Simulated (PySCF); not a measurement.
## Sb(2+): excitation energy

Sb(2+) [Kr] 4d10 5s2 5p1 (2P) → Sb(2+) [Kr] 4d10 5s1 5p1 6s1 (4P), as a difference of total energies. All numbers are calculated (PySCF 2.14, scalar relativity through the core potential, in aug-cc-pVTZ-PP with ECP28MDF (6s5p4d2f, 55 functions)). Correlated levels: valence: 4s2 4p6 4d10 frozen. The calculations carry no spin-orbit coupling.

```tsv
method	excitation energy (cm⁻¹)
UHF	143290
MP2 (valence)	148900
SCS-MP2 (valence)	151220
CCSD (valence)	149830
CCSD(T) (valence)	149870
```

The promoted electron is Rydberg-like, and one or two diffuse shells describe it only roughly, which tends to raise the upper state.

The coupled-cluster amplitudes are large for the upper state (T1 above 0.03 or a double amplitude above 0.15), so a single reference is strained.
